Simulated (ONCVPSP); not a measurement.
**What one change does to a pseudopotential (Pb, ONCV)**

Pb, optimised norm-conserving Vanderbilt (ONCV), made with ONCVPSP 4.0.1 (LDA (Perdew-Zunger), scalar-relativistic). Core [Kr] 4d10 4f14, reference 5s2 5p6 5d10 6s2 6p1.75 (charge +0.25). Waves: 5s+6s: rc 1.15 bohr, ncon 4, nbas 8, qcut 8.8 1/bohr, 2 projectors; 5p+6p: rc 1.55 bohr, ncon 3, nbas 7, qcut 7.5 1/bohr, 2 projectors; 5d: rc 1.15 bohr, ncon 4, nbas 8, qcut 7.9 1/bohr, 2 projectors, debl 0.3 Ha. Local part: polynomial inside 1.15 bohr (lpopt 5, dvloc0 0 Ha). Core correction: none.

In the d channel the program set the typed energies aside and used -0.848, 0.250 Ha.

Change: all radii scaled by about 1.29 (s 1.48, p 2.00, d 1.48 bohr); local potential polynomial inside 1.48 bohr (lpopt 5, dvloc0 0 Ha).

Cutoffs: the cutoffs (Ha) at which the residual kinetic energy of the hardest occupied pseudo-wave falls to 1 and 0.1 mHa per electron; they do not see the model core or the augmentation charge, which bear on the density cutoff. Errors are all-electron minus pseudo energies relative to the spin-unpolarised reference configuration.

Q: Predict the effect on cutoff, ghosts and configuration errors.

A: The potential gets softer (37 Ha and 113 Ha → 28 Ha and 34 Ha); of the 4 tests that both files solve, the error grows in 1 and shrinks in 0 by more than 15 % and 0.3 meV (median size 5.7 → 6.0 meV); neither file shows a bound ghost. A larger radius leaves more room for a smooth pseudo-wave, so fewer plane waves are needed.

```tsv
quantity	base	changed
cutoff, loose	37 Ha	28 Ha
cutoff, tight	113 Ha	34 Ha
loose cutoff by channel	s 37 Ha, p 18 Ha, d 24 Ha	s 28 Ha, p 18 Ha, d 25 Ha
bound ghosts	none	none
GHOST(+) flags under 300 eV	none	none
error for 5s2 5p6 5d10 6s2 6p2, meV [ΔE -1.11 eV]	+0.4	+0.5
error for 5s2 5p6 5d10 6s2 6p1, meV [ΔE 5.72 eV]	-2.4	-2.6
error for 5s2 5p6 5d10 6s2 6p0, meV [ΔE 19.48 eV]	-9.0	-9.4
error for 5s2 5p6 5d10 6s1 6p0, meV [ΔE 52.36 eV]	-21	-25
```
